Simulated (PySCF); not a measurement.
B(Cl)(F)(OAc) (C₂H₃BClFO₂), SMILES CC(=O)OB(F)Cl.

Geometry optimised at TPSSh-D3(BJ)/def2-SVP. This is a generated structure with no PubChem entry under its InChIKey; it may be hypothetical. Other conformers were not sampled.

The numbers are results of PySCF with PBE/def2-TZVP, not measurements.

The molecule is in vacuum.

total energy: -813.11021 hartree
highest occupied level: -7.01 eV
lowest empty level: -2.04 eV
orbital gap: 4.96 eV
dipole moment: 2.73 D
quadrupole, principal values (traceless, Buckingham form, about the centre of nuclear charge): -8.98, 0.82, 8.17 D·Å
mean static polarisability: 56.3 bohr³ (8.35 Å³)
polarisability, principal values: 44.3, 57.0, 67.8 bohr³
